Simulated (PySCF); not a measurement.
B(Me)(OMe)(OEt), C4H11BO2, SMILES C(OB(OC)C)C, GFN2-xTB optimised geometry. Atoms within 1.6 Å of the plane z = 1.2 Å (x, y, z in Å): B1 (-0.94, 0.19, 0.00), C2 (-1.87, 1.50, 0.00), H4 (-1.30, 2.42, 0.01), H5 (-2.52, 1.51, 0.87), O6 (-1.46, -1.07, 0.00), C7 (-2.84, -1.34, 0.00), H9 (-2.96, -2.42, -0.02), H10 (-3.32, -0.95, 0.90), O11 (0.41, 0.19, 0.00), C12 (1.23, 1.34, 0.00), C13 (2.69, 0.91, -0.01), H15 (1.02, 1.94, 0.89), H17 (3.33, 1.78, -0.01), H18 (2.90, 0.30, 0.86).

Level of theory: PySCF 2.14.0 with CAM-B3LYP/def2-SVP.

Map of the log10 of the electron density (e/bohr³), floored at −4 on the plane z = 1.2 Å:

```
|                               |
|                               |
|                               |
|                               |
|                               |
|          ...    ..            |
|       ..::-::..:--::.         |
|      :---===-:-=+++-:....     |
|     :-=+++++=-=*##*+=---::    |
|    .-+*##**+==+#%@%*+====-.   |
|    :=*#@%#*+==+#@@%#++++=-:   |
|    :=*%@@%#*+=+#%@%#****+=:   |
|    :=*#%%##*+++*###**###+=:.  |
|    :-+*##***********#%@%*=:.  |
|   .:-=+++******#**+*#@@%*=:   |
|  .:=+*++++*****#*+++#%%%*=:   |
|  :=+###*+********+==+*#*+-.   |
|  :=*%@%#**#**++++=--==+=-:    |
|  :+#%@@#**#**==--:..::::.     |
|  :=*#%%#****+=::.             |
|  .-+*##*++++=-.               |
|   :-=+++===--.                |
|   .:-===-::.                  |
|    .:---:.                    |
|     .:::.                     |
|       .                       |
|                               |
|                               |
|                               |
|                               |
|                               |
```
Scale: ten equal steps from -4.00 (start of ' ') to -0.950 (end of '@'), in the order ' .:-=+*#%@'; x runs from -5.50 to 5.50, y from -5.50 (bottom) to 5.50 (top).
